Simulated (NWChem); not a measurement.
A series in which one site is exchanged, each optimised at PBE0/def2-SVP with NWChem, gas phase unless a solvent is named. 

A: BO (BH$_{3}$O; site = B)
B: [OH][AlH2] (AlH₃O; site = Al)
C: [OH][GaH2] (GaH3O; site = Ga)

Rank them by dipole (D), PBE0/def2-SVP, lowest first.

B (1.36), C (1.47), A (1.74)
